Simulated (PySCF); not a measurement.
H6Ge2, charge +1, doublet (typed; the unrestricted solution is spin-contaminated), geometry from GFN2-xTB (a state made from the parent by changing its charge; the spin is typed, not shown lowest), with bond 8-2 at 1.6 times its length. Base run: B3LYP/STO-3G run with PySCF.

PySCF was given this input:
```python
from pyscf import gto, scf, dft

mol = gto.M(
    atom='''
Ge   -1.294693    0.136967   -0.019984
Ge    1.294693   -0.136967    0.019984
H    -1.736890   -0.853950   -1.069363
H    -1.489179    1.585660   -0.396969
H    -1.706715   -0.209863    1.390193
H     1.489815   -1.573047    0.442185
H     1.740859    0.886572    1.035835
H     1.946560    0.345586   -2.255002
''',
    basis='sto-3g',
    charge=1,
    spin=1,
    verbose=4,
)

mf = dft.UKS(mol)
mf.xc = 'b3lyp'
mf.kernel()
```

Each row names what was changed in the base input (with any setting that the change needs).

| change | ΔE vs base (µEh) | SCF cycles | <S^2> | outcome |
|---|---|---|---|---|
| base | 0.0 | 16 | 0.860 | converged |
| init_guess = huckel | 0.0 | 19 | 0.860 | converged |
| conv_tol = 1e-6 | 0.1 | 13 | 0.860 | converged |
| level_shift = 0.1 (with mf.max_cycle = 100) | 0.0 | 24 | 0.860 | converged |
| conv_tol_grad = 1e-3 | 0.0 | 16 | 0.860 | converged |
| diis_space = 12 | 0.0 | 16 | 0.860 | converged |
| level_shift = 0.5 (with mf.max_cycle = 100) | 0.0 | 54 | 0.860 | converged |
| conv_tol = 1e-12 | 0.0 | 23 | 0.860 | converged |
| DIIS = EDIIS | - | 50 | - | not converged |
| diis = off; damp = 0.6 (with mf.diis_start_cycle = 200; with mf.max_cycle = 150) | 0.0 | 51 | 0.860 | converged |
| solver = newton; init_guess = 1e | 0.0 | - | 0.860 | converged |
| solver = newton | 0.0 | - | 0.860 | converged |
| init_guess = 1e | 0.0 | 28 | 0.860 | converged |

Open shells are given as the SCF converged; they aren't shown to be the lowest states, and a large step between rows can be another state.
